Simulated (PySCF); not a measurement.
B3LYP has the VWN-RPA correlation part, as in Gaussian. 

Cartesian coordinates (Å):
```xyz
10

C     -1.6611    -0.2078    -0.1845
C     -0.4467     0.2012    -0.5166
C      0.6846     0.3505     0.4690
C      1.8599    -0.4317     0.0876
N      2.7796    -1.0450    -0.2277
H     -1.9127    -0.4798     0.8341
H     -2.4489    -0.2861    -0.9216
H     -0.2145     0.4575    -1.5445
H      0.3666     0.0424     1.4670
H      0.9931     1.3989     0.5372
```
Charge 0, spin multiplicity 1.

Q: Predict the HOMO, S1 oscillator strength and total energy from B3LYP-D3(BJ)/def2-TZVP in PySCF 2.14.0.

A: 
| Item | Value |
|---|---|
| HOMO | -8.05 eV |
| S1 oscillator strength | 0.095 |
| total energy | -210.2406 Ha |
